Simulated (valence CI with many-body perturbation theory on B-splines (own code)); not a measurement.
# Sb45+: key properties

Calculated by relativistic CI+MBPT: four valence electrons over a frozen Dirac-Fock core [He], radial functions for each j: 11 s, 11 p, 10 d, 8 f, 5 g, 2 h, with the one-electron correlation potential Σ1, the two-electron term Σ2, the three-electron term Σ3, Breit, model QED; selected CI, second order for the rest, scaled by the run's own slope (own B-spline code, finite nucleus).

No measured spectrum was set against this ion. As an estimate, large intervals hold to a few tenths of a per cent, small ones and those within an open d or f shell to about a per cent. Among the levels kept, up to 840 cm⁻¹ of a level comes from second order outside the variational space, and about a tenth of that is noise between levels of different J, which matters for small intervals.

Levels are named by their leading jj configuration (3d3/2^4 stands for four electrons in 3d with j = 3/2), which in mixed levels can hold well under half, so a name can repeat and another be missing.

Rates and lifetimes use the calculated energies. Strong lines usually hold to 10 to 20 %, long lifetimes can be off by a factor of two.

Question: What is the ground level?

Answer: (2s^2 2p1/2^2) J=0, composition 71 % 2s²2p² ³P + 28 % 2s²2p² ¹S.

Question: How well does LS coupling describe the low levels?

Answer: Among the lowest 20 levels the leading LS term, summed over configurations, holds 66 % on average. For single configurations the figures are 66 % in LS and 99 % in jj coupling. Terms mix most in the J = 1 level at 483.8 eV, where the leading one holds 38 %.

Question: What is the ionisation energy?

Answer: 7888 eV; NIST lists 7887 ± 4 eV (theoretical).

Question: Name the longest-lived excited levels whose lifetime is computed, and their main decay.

Answer: (2s^2 2p1/2 2p3/2) J=2 at 270.8 eV lives 7.76 μs, mostly by E2 to (2s^2 2p1/2^2) J=0; (2s^2 2p1/2 2p3/2) J=1 at 255.8 eV lives 8.98 ns, mostly by M1 to (2s^2 2p1/2^2) J=0.

Question: Where does the other parity begin?

Answer: At (2s 2p1/2^2 2p3/2) J=2, 426.4 eV.

Question: Among levels below 5519.7 eV, which E1 lines absorb most strongly from the ground level?

Answer: to (2s^2 2p1/2 3d3/2) J=1 at 0.2679 nm, f = 1.42; to (2s 2p1/2^2 3p3/2) J=1 at 0.2622 nm, f = 0.382; to (2s 2p1/2^2 2p3/2) J=1 at 2.562 nm, f = 0.156.
